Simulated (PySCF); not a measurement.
Compound: C3H8O2Si.
Structure used (PBE0-D3(BJ)/def2-SVP), in Å, numbered top down from 1:
```
atom  x, y, z in Å
O1     3.179   -0.391   -0.670
Si2    1.906    0.203    0.199
O3     0.498   -0.245   -0.577
C4    -0.724    0.344   -0.283
C5    -1.947   -0.475   -0.502
C6    -1.508   -0.139    0.901
H7     3.204   -0.169   -1.605
H8     2.021   -0.407    1.549
H9     1.914    1.697    0.287
H10   -0.778    1.415   -0.522
H11   -1.778   -1.499   -0.845
H12   -2.839    0.008   -0.909
H13   -1.062   -0.945    1.489
H14   -2.088    0.585    1.479
```

Jobs on this species (14 atoms, 56 electrons) with PySCF (density fitting). Hardware of each: Arm Neoverse V2, one thread (shared host). The host was shared with other jobs, so the times are rough. Peak memory is the resident size of the whole Python process, interpreter and libraries included.

| level and settings | work | basis functions | SCF cycles | wall time | peak memory |
| --- | --- | --- | --- | --- | --- |
| PBE0-D3(BJ)/def2-SVP, grid level 1 | geometry optimisation from a GFN2-xTB start shaken at random | 128 | ? | ? | ? |
| delta-SCF UKS B3LYP, pcX-2 on the ionised atom, pcseg-1 elsewhere, spin-free X2C | ΔSCF core ionisation, 6 holes | 170 | ? | ? | ? |
| delta-SCF UKS PBE0, pcX-2 on the ionised atom, pcseg-1 elsewhere, spin-free X2C | ΔSCF core ionisation, 6 holes | 170 | 87 | 51 s | 0.73 GiB |
| delta-SCF UKS SCAN, def2-TZVP on the ionised atom, pcseg-1 elsewhere, spin-free X2C | ΔSCF core ionisation, 6 holes | 147 | 93 | 39 s | 0.64 GiB |
| delta-SCF UKS HF, pcX-2 on the ionised atom, pcseg-1 elsewhere, spin-free X2C | ΔSCF core ionisation, 6 holes | 170 | 82 | 31 s | 0.64 GiB |
| delta-SCF UKS PBE, pcX-2 on the ionised atom, pcseg-1 elsewhere, spin-free X2C | ΔSCF core ionisation, 6 holes | 170 | 97 | 26 s | 0.64 GiB |
| delta-SCF UKS SCAN, pcX-2 on the ionised atom, pcseg-1 elsewhere, non-relativistic | ΔSCF core ionisation, 6 holes | 170 | 93 | 40 s | 0.64 GiB |
| delta-SCF UKS SCAN, pcX-1 on the ionised atom, pcseg-1 elsewhere, spin-free X2C | ΔSCF core ionisation, 6 holes | 150 | 93 | 34 s | 0.64 GiB |
| delta-SCF UKS SCAN, pcX-2 on the ionised atom, pcseg-1 elsewhere, spin-free X2C | ΔSCF core ionisation, 6 holes | 170 | 94 | 34 s | 0.61 GiB |

Task: Fill in the missing figures.

Result: 
- PBE0-D3(BJ)/def2-SVP, grid level 1; geometry optimisation from a GFN2-xTB start shaken at random: 97 s, 0.50 GiB, 116 SCF cycles
- delta-SCF UKS B3LYP, pcX-2 on the ionised atom, pcseg-1 elsewhere, spin-free X2C; ΔSCF core ionisation, 6 holes: 52 s, 0.69 GiB, 88 SCF cycles

Task: What do all jobs in the table cost together?

Result: About 6.7 min; the longest takes about 24 % of that, and about 3.7 times as long as the shortest.
